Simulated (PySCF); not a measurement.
Compound: C2H10FNSi2.
Cartesian coordinates in Å at the GFN2-xTB level; atoms count from 1:
```
atom  x, y, z in Å
C1    -2.1584   -0.7435   -0.4392
N2    -1.2593    0.3454   -0.1438
Si3    0.2942    0.1495    0.5801
C4     1.0177    1.9067    0.6237
Si5    1.4836   -1.2735   -0.7883
F6     2.9573   -1.4407   -0.1387
H7    -1.5762   -1.6123   -0.7393
H8    -2.8234   -0.4707   -1.2611
H9    -2.7737   -1.0247    0.4227
H10   -1.7697    1.1885    0.0734
H11    0.2432   -0.3212    1.9904
H12    0.4467    2.5665    1.2702
H13    1.0403    2.3528   -0.3661
H14    2.0364    1.8860    0.9966
H15    1.0342   -2.6654   -0.8676
H16    1.7992   -0.8346   -2.1473
```

Computed with PySCF, TDDFT CAM-B3LYP/def2-SVPD, vertical, gas phase, core orbitals frozen in the response.

Transition dipole moments from the ground state, in atomic units and in the frame of the coordinates above (overall signs are arbitrary), for the states with f of 0.002 or more among the lowest 8:

```
state  E (hartree)      μx      μy      μz
   S2       0.2274   0.063   0.021   0.257
   S3       0.2356   0.018   0.283   0.260
   S4       0.2466   0.087   0.288   0.232
   S5       0.2642   0.061  -0.147   0.171
   S6       0.2696  -0.185  -0.063   0.395
   S7       0.2721  -0.083   0.216   0.059
   S8       0.2809   0.379   0.478  -0.255
```

(1) What oscillator strength does each state have?

(2) Which bond between heavy atoms lies closest to the direction of the S8 transition dipole?

(3) What angle do the transition dipoles of S2 and S4 make?

(4) How is the summed strength of these states shared among x, y and z?

(5) What peak molar absorption coefficient would the strongest computed level give as a lone Gaussian band 0.5 eV wide at half height?

Results:

(1) f = (2/3) ΔE |μ|² with ΔE in hartree (27.2114 eV).

| state | \|μ\|² (au) | \|μ\| (D) | f |
| --- | --- | --- | --- |
| S2 | 0.070 | 0.67 | 0.011 |
| S3 | 0.148 | 0.98 | 0.023 |
| S4 | 0.144 | 0.97 | 0.024 |
| S5 | 0.055 | 0.59 | 0.010 |
| S6 | 0.195 | 1.12 | 0.035 |
| S7 | 0.057 | 0.61 | 0.010 |
| S8 | 0.437 | 1.68 | 0.082 |

(2) Si3–C4, at 29° from it; next C1–N2 at 34°.

(3) |cos θ| = |μa·μb| / (|μa| |μb|) = 0.70, so θ ≈ 45° (taken between 0 and 90°, since the signs are arbitrary).

(4) (2/3) Σ ΔE μα² gives 0.037 for x, 0.082 for y and 0.075 for z, 0.194 in all.

(5) ε(max) = 2.175×10⁸ f / FWHM, with the width in cm⁻¹. S8: 2.175×10⁸ × 0.0819 / 4033 ≈ 4400 L mol⁻¹ cm⁻¹.

One conformer stands for the species.

Without π bonds the low states may be Rydberg-like; a valence basis with one diffuse set may place them up to an eV too high.
